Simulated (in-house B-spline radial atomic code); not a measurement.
Orbital energies and mean radii along the 10-electron series, configuration [He] 2s2 2p6. The effective charge is n√(-2ε), a non-relativistic measure. Computed with a radial B-spline atomic code at the basis-set limit: Dirac-Hartree-Fock, average of the configuration, finite nuclei.

```
  ion   Z  energy of 2p3/2 (Eh)  mean radius of 2p3/2 (bohr)  energy of 1s1/2 (Eh)  mean radius of 1s1/2 (bohr)  effective charge of 2p3/2
Yb60+  70               -507.45                     0.074587              -2454.87                      0.01964                     63.715
Lu61+  71                -523.8                     0.073417              -2533.77                     0.019299                     64.733
Hf62+  72               -540.41                     0.072281              -2614.25                     0.018967                     65.752
Ta63+  73                -557.3                     0.071177              -2696.31                     0.018643                     66.771
 W64+  74               -574.46                     0.070104              -2779.97                     0.018327                     67.791
Re65+  75               -591.88                      0.06906              -2865.27                     0.018018                     68.812
Os66+  76               -609.58                     0.068045               -2952.2                     0.017716                     69.833
Ir67+  77               -627.55                     0.067057              -3040.85                     0.017421                     70.855
Pt68+  78                -645.8                     0.066096              -3131.19                     0.017132                     71.878
Au69+  79               -664.32                     0.065159              -3223.28                      0.01685                     72.901
```

**Question.** How does the screening of 2p3/2 change?

**Answer.** Z less the effective charge goes from 6.29 at Z = 70 to 6.10 at Z = 79.
